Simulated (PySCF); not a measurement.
Excitation energy of Cd⁺ by level of theory

Cd⁺ [Kr] 4d10 5s1 (2S) → Cd⁺ [Kr] 4d9 5s1 6s1 (4D), as a difference of total energies. All numbers are calculated (PySCF 2.14, scalar relativity through the core potential, in aug-cc-pVDZ-PP with ECP28MDF). Correlated levels: valence: 4s2 4p6 frozen. The calculations carry no spin-orbit coupling.

| method | excitation energy (eV) |
| --- | --- |
| UHF | 19.392 |
| MP2 (valence) | 21.100 |
| SCS-MP2 (valence) | 20.997 |
| CCSD (valence) | 20.794 |
| CCSD(T) (valence) | 20.848 |

Problem. How much does correlation contribute at CCSD(T) (valence)?

Solution. 20.848 − (19.392) = 1.456 eV, measured against UHF.

The upper state lies above the first ionisation limit, but in LS coupling its spin forbids autoionisation to the ground ion. A Rydberg-like electron needs more diffuse functions than a valence basis has.

The promoted electron is Rydberg-like, and one or two diffuse shells describe it only roughly, which tends to raise the upper state.
